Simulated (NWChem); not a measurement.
Species: SbH2Br; SMILES [Br][SbH2]

```xyz
4

Sb     0.0364    -1.0050     0.0000
H     -1.1703    -1.1440     1.2156
H     -1.1703    -1.1440    -1.2156
Br     0.0139     1.5298     0.0000
```
Atoms are numbered in this order, from 1.

Structure relaxed at the PBE0/def2-SVP level. def2 effective core potentials on Sb; no spin-orbit coupling.

Symmetry labels are those of Cs in the frame above (b1 and b2, or b-type labels, depend on it).

### Question
List the 6 lowest vertical singlet excitations and the 6 lowest triplet ones from PBE/def2-SVP with def2 effective core potentials on Sb, full TDDFT (NWChem).

### Answer
```
state  energy (eV)  oscillator strength  symmetry  leading excitation (squared amplitude)
-----  -----------  -------------------  --------  --------------------------------------
S1            4.01                0.016        a'                      HOMO → LUMO (0.98)
S2            4.31                0.002        a"                    HOMO−1 → LUMO (1.00)
S3            5.41                0.045        a'                    HOMO−2 → LUMO (0.89)
S4            5.45                0.019        a"                    HOMO → LUMO+1 (0.91)
S5            5.75                0.009        a'                  HOMO−1 → LUMO+1 (0.88)
S6            6.38                0.035        a'                    HOMO → LUMO+2 (0.86)
T1            3.36       spin-forbidden        a'                      HOMO → LUMO (0.99)
T2            3.89       spin-forbidden        a"                    HOMO−1 → LUMO (1.00)
T3            4.54       spin-forbidden        a'                    HOMO−2 → LUMO (0.98)
T4            4.74       spin-forbidden        a"                    HOMO → LUMO+1 (0.93)
T5            5.37       spin-forbidden        a'                  HOMO−1 → LUMO+1 (0.86)
T6            5.70       spin-forbidden        a'                    HOMO−3 → LUMO (0.84)
```
